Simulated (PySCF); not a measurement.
Harmonic spectrum computed at PBE0 in the def2-TZVPD basis family (core potentials from Rb on, PySCF, no spin–orbit coupling):

```tsv
ω (cm⁻¹)	IR (km/mol, summed over degenerate members)	degeneracy
303	34.5	2
1059	0.0	1
1435	92.8	1
```

Which molecule gave it? In each, all ligands are bound to the one heavy central atom.
A. SbN₂⁻ (singlet)
B. AsN₂⁻ (singlet)
C. PN₂⁻ (singlet)
D. SN₂⁻ (doublet)

C. It has D∞h symmetry with P–N 1.511 Å (×2).
